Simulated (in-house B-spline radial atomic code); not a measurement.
A fraction x of an electron is removed from 4p in Cd3+, starting from [Kr] 4d9 and keeping the highest spin. Method: scalar-relativistic (X2C) PBE0, spin-polarised, spherical fractional occupations, Fermi nucleus of rms radius 4.6087 fm. Calculated with a B-spline radial code for spherical atoms.

Caution: exact exchange at fractional occupations of open shells leaves self-interaction of up to several eV.

```tsv
x	E(x) - E(0) (eV)	4p down level (eV)
0	0.0000	-106.342
0.12	12.8753	-108.250
0.14	?	?
0.26	?	?
0.49	54.0300	-114.232
0.5	55.1731	-114.396
0.58	64.3773	-115.709
0.7	78.3811	-117.690
0.84	95.0205	-120.019
0.94	107.1061	-121.694
1	114.4380	-122.703
```

Q: What belongs in the row x = 0.14?

A: An energy change of 15.0435 eV; 4p down at -108.569 eV.

Q: What belongs in the row x = 0.26?

A: An energy change of 28.1873 eV; 4p down at -110.496 eV.

Q: Check Janak's theorem between x = 0.49 and 0.5.

A: The slope of the energy is 114.31 eV; the orbital levels give 114.31 eV (-ε of the emptying orbital, averaged over the two points).
